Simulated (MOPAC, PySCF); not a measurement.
Ligands exchanged one at a time, Al Br-H. Isolated molecules, 0 K electronic values unless said otherwise. Strings in code marks are SMILES.

Quantity: vertical ionisation energy (energy after one electron is removed minus that of the parent at the parent's geometry), in eV.

Level 1: B3LYP/6-31G* // B3LYP-D3(BJ)/def2-TZVP (PySCF)
Level 2: minus the HOMO energy of HF/6-31G* // B3LYP-D3(BJ)/def2-TZVP (PySCF)
Level 3: minus the HOMO energy of HF/STO-3G // B3LYP-D3(BJ)/def2-TZVP (PySCF)
Level 4: minus the HOMO energy of PM3 // B3LYP-D3(BJ)/def2-TZVP (MOPAC)

```json
[
 {"species": "`[Br][AlH][Br]`", "level 1": "10.76", "level 2": "11.52", "level 3": "8.27", "level 4": "?"},
 {"species": "`[AlH3]`", "level 1": "11.23", "level 2": "11.71", "level 3": "?", "level 4": "11.45"},
 {"species": "`[AlH2][Br]`", "level 1": "?", "level 2": "11.14", "level 3": "7.65", "level 4": "11.57"}
]
```

### Question
Some entries are withheld; supply them.

### Answer

- `[Br][AlH][Br]`, level 4: 12.03
- `[AlH3]`, level 3: 9.17
- `[AlH2][Br]`, level 1: 10.48
